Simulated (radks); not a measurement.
Values are calculated unless marked as measured or tabulated.
Valence configurations of the lead ion Pb3+ (all share [Xe]). Code: a radial shooting solver on a logarithmic mesh with Libxc functionals. Model: scalar-relativistic Kohn-Sham, r2SCAN, spin-polarised, spherical densities, finite nucleus; open shells are filled with parallel spins first (spin-orbit coupling, left out, can overturn this in heavy ions); meta-GGA in the generalised Kohn-Sham scheme; Fermi nuclear charge, rms radius 5.5012 fm. Energies are relative to 4f14 5d10 6s1; eigenvalues in eV for spin up.

valence               E (eV)  moment (Bohr magnetons)    e(4f)    e(5d)    e(6p)    e(6s)
4f14 5d10 6s1          0.000                        1  -163.10  -50.237        -  -38.207
4f14 5d9.5 6s1.5       6.818                        1  -165.65  -52.091        -  -38.859
4f14 5d9.5 6s1 6p0.5  11.998                        2  -166.47  -52.972  -27.626  -40.039
4f14 5d9 6s1.5 6p0.5  19.427                        2  -169.05  -54.837  -28.017  -40.673
4f14 5d9 6s1 6p1      24.301                        3  -169.83  -55.662  -29.030  -41.758
4f14 5d8.5 6s2 6p0.5  26.934                        2  -171.62  -56.701  -28.381  -41.262
4f13 5d10 6s2         133.93                        1  -182.58  -55.621        -  -39.725
4f13 5d10 6s1 6p1     144.96                        3  -184.24  -57.364  -29.256  -42.076
4f13 5d9.5 6s1 6p1.5  158.82                        4  -187.67  -60.097  -30.524  -43.694
4f12 5d10 6s1 6p2     306.49                        5  -205.97  -64.622  -31.940  -45.575

NIST lists [Xe] 4f14 5d10 6s1 as the ground configuration; this level of theory agrees among the configurations tried. The energies are those of spherical high-spin densities, not of single terms.
